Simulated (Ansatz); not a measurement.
**One arrangement of a pair**

The pair of CO (SMILES [C-]#[O+], atoms 1–2) and H2Te (SMILES [TeH2], atoms 3–5), both closed shells, in one local arrangement (a lower one may exist), relaxed at PBE0-D4/def2-TZVP:

C1  (-0.903, 0.325, -1.793)
O2  (-1.676, -0.448, -2.051)
Te3  (0.506, -0.431, 1.789)
H4  (0.400, 1.180, 1.425)
H5  (1.673, -0.626, 0.630)
(Å)

Program: Ansatz 0.2.0. Basis: def2-TZVPPD, with def2-QZVPPD for the basis limit. Cores are frozen in the correlated methods. Filled d shells of the heavier atoms are correlated. Core potentials replace the inner electrons of the atoms past krypton. The def2 sets are not built for correlating such inner shells, so the correlated values are less sure here. B3LYP uses VWN-RPA correlation. Extrapolation: Hartree–Fock as exp(−7.88 √X), correlation as X^−2.97. Interaction energies count from these two fragments, frozen as in the pair, with the counterpoise correction; negative means bound.

Question: What is the interaction energy by CCSD(T) at an estimated basis limit (MP2 extrapolated from triple and quadruple zeta, plus CCSD(T) − MP2 in triple zeta)? (An estimate is asked for; the value comes from the calculation.)

Answer: Computed: -0.52 kcal/mol. Hartree–Fock alone gives 0.69 kcal/mol at the basis limit, so without correlation the pair would not bind at this distance. It counts from the two fragments frozen as in the pair.

The same quantity by other methods in triple zeta, and each one's difference from that estimate:
| method | E_int (kcal/mol) | difference |
| --- | --- | --- |
| PBE-D4 | -1.05 | -0.53 |
| revPBE-D4 | -0.72 | -0.20 |
| BLYP-D4 | -0.62 | -0.10 |
| r2SCAN-D4 | -0.65 | -0.14 |
| B97M-V | -0.75 | -0.23 |
| PBE0-D4 | -0.86 | -0.34 |
| B3LYP-D4 | -0.67 | -0.15 |
| HSE06-D4 | -0.88 | -0.36 |
| wB97X-V | -0.63 | -0.11 |
| wB97M-V | -0.60 | -0.08 |
| B2PLYP | 0.05 | 0.57 |
| HF | 0.68 | 1.20 |
| MP2 | -0.46 | 0.05 |
| CCSD | -0.16 | 0.36 |
| CCSD(T) | -0.33 | 0.19 |
Differences are method less estimate.

Question: Which atoms make the shortest contact between the fragments?

Answer: C1 and H4, 3.58 Å apart.

Basis-set superposition shift (counterpoise-corrected less uncorrected): CCSD(T) 0.39; MP2 0.39; HF 0.01; PBE0-D4 0.02; wB97M-V 0.03 kcal/mol.

T1 diagnostic: at most 0.020.

For scale, one of the runs: CCSD(T)/def2-TZVPPD, 170 basis functions, launched by `ansatz run in.yaml --threads 2 --pin off --events-out ev --progress --plain --max-ram 5222MiB`. Time: 56 s of wall clock on 2 CPU threads of an Arm Neoverse V1; the host was shared. Peak host memory: 1.7 GiB.
